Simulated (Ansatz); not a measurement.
The cluster Ba₃⁺. Charge 1, multiplicity 2. Geometry relaxed at r2SCAN/def2-TZVP.

```
atom    x (Å)    y (Å)    z (Å)
 Ba1  -1.0300   2.2852  -0.4157
 Ba2   1.0527  -1.4492  -1.8020
 Ba3  -0.0226  -0.8360   2.2177
```

In the def2 sets Ba takes a core potential; there is no spin–orbit coupling. The charge 1 doublet is spin-contaminated (final ⟨S²⟩ up to 1.94, 0.75 for a pure state). The structure comes from a short search, and lower isomers may exist.

(1) Estimate the harmonic wavenumbers at UKS r2SCAN/def2-TZVP (Ansatz, unscaled). Is this a minimum?

Answers

(1) 37, 40, 70 cm⁻¹. Yes, no mode is imaginary beyond noise. Zero-point energy 0.9 kJ/mol. Hardware: 4 threads of Intel Xeon on a shared host. Wall time 2 min.
